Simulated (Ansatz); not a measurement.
# A family of molecules: the HOMO–LUMO gap

Gas-phase molecules, one atom swapped for its congeners: C3H10Si `CC(C)[SiH3]`; SiH(CH3)2(SiH3); GeH(CH3)2(SiH3); SnH(CH3)2(SiH3). All are singlets with charge 0.

Shapes, held fixed at every level: PBE0-D4/def2-TZVP. Programs: Ansatz 0.2.0. Values in eV.

Problem. How should the HOMO–LUMO gap change along the series?

Solution. At wB97X-V/def2-TZVPP the HOMO–LUMO gap falls at every step, from 13.08 to 11.61 eV. 1 of 6 levels show this order throughout; 6 agree on the largest and the smallest. For atoms past krypton def2 sets carry core potentials with scalar relativity. Relativity is left out for Ge. Orbital gaps aren't excitation energies, and the LUMO depends on the basis.

| level | C3H10Si | SiH(CH3)2(SiH3) | GeH(CH3)2(SiH3) | SnH(CH3)2(SiH3) |
| --- | --- | --- | --- | --- |
| PBE-D4/def2-TZVPP | 6.77 | 6.21 | 6.31 | 5.83 |
| r2SCAN-D4/def2-TZVPP | 7.52 | 6.80 | 6.89 | 6.38 |
| B3LYP-D4/def2-TZVPP | 8.38 | 7.74 | 7.76 | 7.22 |
| PBE0-D4/def2-TZVPP | 8.82 | 8.13 | 8.19 | 7.62 |
| wB97M-V/def2-TZVPP | 12.57 | 11.76 | 11.78 | 11.05 |
| wB97X-V/def2-TZVPP | 13.08 | 12.34 | 12.32 | 11.61 |
